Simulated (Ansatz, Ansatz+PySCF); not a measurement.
```csv
atom,x (Å),y (Å),z (Å)
B,1.3301,0.0000,0.0000
N,0.6476,1.1216,0.0000
B,-0.6650,1.1519,0.0000
N,-1.2951,0.0000,0.0000
B,-0.6650,-1.1519,0.0000
N,0.6476,-1.1216,0.0000
H,2.4432,0.0000,0.0000
H,1.1128,1.9274,0.0000
H,-1.2216,2.1158,0.0000
H,-2.2256,0.0000,0.0000
H,-1.2216,-2.1158,0.0000
H,1.1128,-1.9274,0.0000
```

Basis set: def2-SVP (spherical functions). Correlated methods keep 6 orbitals frozen. Charge 0, multiplicity 1.

Computed with Ansatz (development build ahead of 0.2.0); each method stands on the lowest determinant of its kind that the runs found. Restricted open shells among the atoms or ions are ROHF, correlated in semicanonical orbitals with singles.

The atomization energy at this shape (free ground-state atoms in the same class of orbitals less the molecule, no zero-point energy) of singlet B3N3H6:

```csv
method,atomization energy
RHF-MP2,4676.5 kJ/mol
UHF-MP2,4671.6 kJ/mol
UHF,3595.0 kJ/mol
```

(1) What does RHF give?

## Answers

(1) 3646.9 kJ/mol. Caution: the shape is not the minimum.
